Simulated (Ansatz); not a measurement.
**Molecular dynamics of AlClFH3Si**

Input file:

```yaml
crystal:
  periodic: [false, false, false]
  atoms:
    - { symbol: F, position_ang: [-1.957759, 0.657011, 0.495264] }
    - { symbol: Si, position_ang: [-0.3681, 0.96326, 0.408434] }
    - { symbol: Al, position_ang: [0.756889, -1.158478, -0.345321] }
    - { symbol: Cl, position_ang: [-0.14473, -2.201881, -1.930795] }
    - { symbol: H, position_ang: [-0.24455, 2.121665, -0.530251] }
    - { symbol: H, position_ang: [0.068844, 1.351763, 1.749029] }
    - { symbol: H, position_ang: [1.989142, -1.802716, 0.356323] }
basis:
  gaussian: { orbitals: def2-SVP }
hamiltonian:
  xc: { name: BHLYP }
md:
  timestep: 0.5
  n_steps: 100
  ensemble: nvt_nose_hoover
  temperature: 200.0
  initial_velocities: maxwell_boltzmann
  seed: 800562
  nose_hoover: { tau: 50.0, chain_length: 3 }
scf:
  lower_state_search: "off"
```

Launched with:

```bash
$ ansatz run input.yaml --threads 1 --pin off --max-ram 2048MiB --backend cpu --events-out ev --progress --plain --runs-dir out
```

It goes on from the last frame of an earlier run, with new velocities.

Output, in part (one step line in 2, the closing report, with atoms numbered from 0):

```
md step     0: t =     0.00 fs  T =   200.0 K  F+E_penalty+E_count = -29754.21685207 eV  E_kin = 0.129260 eV  conserved = -29754.08759207 eV  (13 SCF iters)
md step     2: t =     1.00 fs  T =   173.6 K  F+E_penalty+E_count = -29754.19961472 eV  E_kin = 0.112223 eV  conserved = -29754.08739369 eV  (14 SCF iters)
md step     4: t =     2.00 fs  T =   136.6 K  F+E_penalty+E_count = -29754.17538562 eV  E_kin = 0.088270 eV  conserved = -29754.08712935 eV  (14 SCF iters)
md step     6: t =     3.00 fs  T =   112.8 K  F+E_penalty+E_count = -29754.15985931 eV  E_kin = 0.072886 eV  conserved = -29754.08701574 eV  (15 SCF iters)
md step     8: t =     4.00 fs  T =   112.8 K  F+E_penalty+E_count = -29754.15990981 eV  E_kin = 0.072889 eV  conserved = -29754.08711441 eV  (15 SCF iters)
md step    10: t =     5.00 fs  T =   128.0 K  F+E_penalty+E_count = -29754.16987129 eV  E_kin = 0.082756 eV  conserved = -29754.08729164 eV  (14 SCF iters)
md step    12: t =     6.00 fs  T =   142.2 K  F+E_penalty+E_count = -29754.17899179 eV  E_kin = 0.091892 eV  conserved = -29754.08739410 eV  (14 SCF iters)
md step    14: t =     7.00 fs  T =   144.8 K  F+E_penalty+E_count = -29754.18050160 eV  E_kin = 0.093561 eV  conserved = -29754.08738330 eV  (14 SCF iters)
md step    16: t =     8.00 fs  T =   135.8 K  F+E_penalty+E_count = -29754.17447340 eV  E_kin = 0.087773 eV  conserved = -29754.08730839 eV  (14 SCF iters)
md step    18: t =     9.00 fs  T =   122.0 K  F+E_penalty+E_count = -29754.16530314 eV  E_kin = 0.078856 eV  conserved = -29754.08722827 eV  (14 SCF iters)
md step    20: t =    10.00 fs  T =   111.2 K  F+E_penalty+E_count = -29754.15807288 eV  E_kin = 0.071858 eV  conserved = -29754.08717636 eV  (13 SCF iters)
md step    22: t =    11.00 fs  T =   108.8 K  F+E_penalty+E_count = -29754.15631736 eV  E_kin = 0.070314 eV  conserved = -29754.08716016 eV  (15 SCF iters)
md step    24: t =    12.00 fs  T =   116.7 K  F+E_penalty+E_count = -29754.16123265 eV  E_kin = 0.075429 eV  conserved = -29754.08718724 eV  (15 SCF iters)
md step    26: t =    13.00 fs  T =   132.3 K  F+E_penalty+E_count = -29754.17111648 eV  E_kin = 0.085512 eV  conserved = -29754.08726853 eV  (14 SCF iters)
md step    28: t =    14.00 fs  T =   148.1 K  F+E_penalty+E_count = -29754.18107790 eV  E_kin = 0.095713 eV  conserved = -29754.08737138 eV  (14 SCF iters)
md step    30: t =    15.00 fs  T =   155.2 K  F+E_penalty+E_count = -29754.18530932 eV  E_kin = 0.100306 eV  conserved = -29754.08740427 eV  (14 SCF iters)
md step    32: t =    16.00 fs  T =   151.3 K  F+E_penalty+E_count = -29754.18228136 eV  E_kin = 0.097788 eV  conserved = -29754.08731343 eV  (14 SCF iters)
md step    34: t =    17.00 fs  T =   144.5 K  F+E_penalty+E_count = -29754.17732787 eV  E_kin = 0.093383 eV  conserved = -29754.08718787 eV  (15 SCF iters)
md step    36: t =    18.00 fs  T =   145.3 K  F+E_penalty+E_count = -29754.17738418 eV  E_kin = 0.093889 eV  conserved = -29754.08717487 eV  (15 SCF iters)
md step    38: t =    19.00 fs  T =   154.4 K  F+E_penalty+E_count = -29754.18291538 eV  E_kin = 0.099788 eV  conserved = -29754.08728363 eV  (14 SCF iters)
md step    40: t =    20.00 fs  T =   161.9 K  F+E_penalty+E_count = -29754.18734196 eV  E_kin = 0.104643 eV  conserved = -29754.08738336 eV  (14 SCF iters)
md step    42: t =    21.00 fs  T =   158.3 K  F+E_penalty+E_count = -29754.18441763 eV  E_kin = 0.102290 eV  conserved = -29754.08736902 eV  (14 SCF iters)
md step    44: t =    22.00 fs  T =   143.9 K  F+E_penalty+E_count = -29754.17448006 eV  E_kin = 0.093012 eV  conserved = -29754.08725444 eV  (14 SCF iters)
md step    46: t =    23.00 fs  T =   128.7 K  F+E_penalty+E_count = -29754.16401817 eV  E_kin = 0.083191 eV  conserved = -29754.08712616 eV  (14 SCF iters)
md step    48: t =    24.00 fs  T =   124.2 K  F+E_penalty+E_count = -29754.16056527 eV  E_kin = 0.080291 eV  conserved = -29754.08707346 eV  (14 SCF iters)
md step    50: t =    25.00 fs  T =   135.4 K  F+E_penalty+E_count = -29754.16726982 eV  E_kin = 0.087478 eV  conserved = -29754.08713477 eV  (14 SCF iters)
md step    52: t =    26.00 fs  T =   156.6 K  F+E_penalty+E_count = -29754.18048276 eV  E_kin = 0.101195 eV  conserved = -29754.08727544 eV  (14 SCF iters)
md step    54: t =    27.00 fs  T =   175.2 K  F+E_penalty+E_count = -29754.19187650 eV  E_kin = 0.113225 eV  conserved = -29754.08740263 eV  (14 SCF iters)
md step    56: t =    28.00 fs  T =   179.7 K  F+E_penalty+E_count = -29754.19397947 eV  E_kin = 0.116142 eV  conserved = -29754.08742621 eV  (14 SCF iters)
md step    58: t =    29.00 fs  T =   168.2 K  F+E_penalty+E_count = -29754.18557541 eV  E_kin = 0.108683 eV  conserved = -29754.08731961 eV  (15 SCF iters)
md step    60: t =    30.00 fs  T =   150.8 K  F+E_penalty+E_count = -29754.17335908 eV  E_kin = 0.097433 eV  conserved = -29754.08713941 eV  (14 SCF iters)
md step    62: t =    31.00 fs  T =   144.4 K  F+E_penalty+E_count = -29754.16836781 eV  E_kin = 0.093319 eV  conserved = -29754.08701082 eV  (14 SCF iters)
md step    64: t =    32.00 fs  T =   160.8 K  F+E_penalty+E_count = -29754.17824901 eV  E_kin = 0.103955 eV  conserved = -29754.08705828 eV  (14 SCF iters)
md step    66: t =    33.00 fs  T =   195.6 K  F+E_penalty+E_count = -29754.19993561 eV  E_kin = 0.126393 eV  conserved = -29754.08727854 eV  (14 SCF iters)
md step    68: t =    34.00 fs  T =   228.1 K  F+E_penalty+E_count = -29754.21999062 eV  E_kin = 0.147401 eV  conserved = -29754.08750539 eV  (14 SCF iters)
md step    70: t =    35.00 fs  T =   236.6 K  F+E_penalty+E_count = -29754.22427808 eV  E_kin = 0.152927 eV  conserved = -29754.08756672 eV  (14 SCF iters)
md step    72: t =    36.00 fs  T =   214.1 K  F+E_penalty+E_count = -29754.20833530 eV  E_kin = 0.138376 eV  conserved = -29754.08743027 eV  (14 SCF iters)
md step    74: t =    37.00 fs  T =   171.9 K  F+E_penalty+E_count = -29754.17974871 eV  E_kin = 0.111104 eV  conserved = -29754.08719361 eV  (14 SCF iters)
md step    76: t =    38.00 fs  T =   131.7 K  F+E_penalty+E_count = -29754.15266671 eV  E_kin = 0.085088 eV  conserved = -29754.08698789 eV  (14 SCF iters)
md step    78: t =    39.00 fs  T =   112.7 K  F+E_penalty+E_count = -29754.13964657 eV  E_kin = 0.072857 eV  conserved = -29754.08691598 eV  (14 SCF iters)
md step    80: t =    40.00 fs  T =   122.2 K  F+E_penalty+E_count = -29754.14512968 eV  E_kin = 0.078965 eV  conserved = -29754.08701597 eV  (14 SCF iters)
md step    82: t =    41.00 fs  T =   150.8 K  F+E_penalty+E_count = -29754.16298913 eV  E_kin = 0.097485 eV  conserved = -29754.08724512 eV  (14 SCF iters)
md step    84: t =    42.00 fs  T =   177.3 K  F+E_penalty+E_count = -29754.17919985 eV  E_kin = 0.114568 eV  conserved = -29754.08748854 eV  (14 SCF iters)
md step    86: t =    43.00 fs  T =   178.9 K  F+E_penalty+E_count = -29754.17909624 eV  E_kin = 0.115606 eV  conserved = -29754.08759297 eV  (14 SCF iters)
md step    88: t =    44.00 fs  T =   146.4 K  F+E_penalty+E_count = -29754.15681044 eV  E_kin = 0.094634 eV  conserved = -29754.08744456 eV  (14 SCF iters)
md step    90: t =    45.00 fs  T =    94.3 K  F+E_penalty+E_count = -29754.12189095 eV  E_kin = 0.060957 eV  conserved = -29754.08708594 eV  (14 SCF iters)
md step    92: t =    46.00 fs  T =    55.8 K  F+E_penalty+E_count = -29754.09610411 eV  E_kin = 0.036046 eV  conserved = -29754.08677158 eV  (14 SCF iters)
md step    94: t =    47.00 fs  T =    59.7 K  F+E_penalty+E_count = -29754.09817462 eV  E_kin = 0.038554 eV  conserved = -29754.08678090 eV  (12 SCF iters)
md step    96: t =    48.00 fs  T =   105.9 K  F+E_penalty+E_count = -29754.12767059 eV  E_kin = 0.068419 eV  conserved = -29754.08711333 eV  (13 SCF iters)
md step    98: t =    49.00 fs  T =   164.6 K  F+E_penalty+E_count = -29754.16480096 eV  E_kin = 0.106407 eV  conserved = -29754.08748128 eV  (14 SCF iters)
md step   100: t =    50.00 fs  T =   201.0 K  F+E_penalty+E_count = -29754.18669885 eV  E_kin = 0.129879 eV  conserved = -29754.08761963 eV  (14 SCF iters)
Total energy: -29754.18687380 eV, -1093.4461995001 hartree
Atom 0 at    -1.930030     0.651891     0.577409 Å, force    -0.649977    -0.191790     0.263965 eV/Å
Atom 1 at    -0.363721     0.910838     0.319405 Å, force     0.267156     0.711370    -0.292240 eV/Å
Atom 2 at     0.684981    -1.187707    -0.280440 Å, force     0.561881     0.268620     0.235499 eV/Å
Atom 3 at    -0.111956    -2.139474    -1.933869 Å, force    -0.322319    -0.382022    -0.467302 eV/Å
Atom 4 at    -0.308553     1.861415    -0.829437 Å, force     0.126808    -0.130071     0.010672 eV/Å
Atom 5 at     0.189642     1.672016     1.464071 Å, force     0.021020    -0.166462     0.117985 eV/Å
Atom 6 at     2.059882    -1.718013     0.244167 Å, force    -0.004568    -0.109644     0.131421 eV/Å
Dipole moment:     0.347382     0.012737     0.195302 e Å
```

The run went to its last step. The conserved energy stayed within 0.12 meV per atom of its start (net change -0.004 meV per atom), so the integration is sound. The mean temperature of the second half is 23 % below the set value. A run of 0.05 ps of so small a system gives no equilibrium averages.

The same pairs are bonded in the first frame and the last. Pairs count as bonded within 1.25 times the sum of covalent radii (0.12 Å more for H–H).

Last frame:

```xyz
7
Properties=species:S:1:pos:R:3
F -1.930 0.652 0.577
Si -0.364 0.911 0.319
Al 0.685 -1.188 -0.280
Cl -0.112 -2.139 -1.934
H -0.309 1.861 -0.829
H 0.190 1.672 1.464
H 2.060 -1.718 0.244
```

The run took 2.8 min on 1 thread of Intel(R) Xeon(R) Platinum 8488C (Sapphire Rapids) (shared host), peak memory 0.16 GiB.
